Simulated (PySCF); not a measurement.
SrF₂, singlet: data card

These are results of PBE0/[Sr def2-TZVP with ECP28, F def2-TZVP], scalar-relativistic core potentials, density fitting, no spin–orbit coupling, PySCF, not measurements.

The structure is a higher-order saddle point with 2 imaginary modes (one degenerate set).

* Point group: D∞h
* Bond lengths: Sr–F 2.160 Å (×2)
* Bond angles: F–Sr–F 180.0°
* Rotational constants: 0.09505 cm⁻¹
* Atomisation energy without zero-point energy: 1049 kJ/mol
* Dipole moment: 0.00 D
* Highest occupied level: -8.14 eV
* Principal quadrupole moments (Buckingham, traceless) about the centre of mass: -34.44, 17.22, 17.22 D Å
* Zero-point energy (real modes): 5.5 kJ/mol
* Principal polarisabilities: 17.4, 17.4, 30.6 bohr³
* Lowest empty level: -1.74 eV

Harmonic modes (masses in u: Sr 87.906, F 18.998):
| symmetry | ω (cm⁻¹) | IR (km/mol, summed over degenerate members) | type |
| --- | --- | --- | --- |
| πu | 80i | – | bend |
| σg+ | 451 | 0.0 | stretch |
| σu+ | 461 | 265 | stretch |

In D∞h the vibrations span πu + σg+ + σu+. The σg+ mode carries no infrared intensity, as symmetry demands. With a centre of inversion only u modes can be infrared active and only g modes Raman active.

Charges (e):
```tsv
atom	Mulliken	Löwdin	polar tensor	Mayer order to Sr1
Sr1	1.43	1.13	1.89	–
F2,3	-0.71	-0.56	-0.95	0.48
```

Mulliken populations on Sr1 (electrons outside its core potential): s 2.03, p 6.11, d 0.43.

Other isomers or separated fragments may lie lower. At this level a singlet minimum of C2v symmetry lies 12 kJ/mol below this structure.

The final relaxation and frequency run took roughly 26 core-seconds on a shared host.
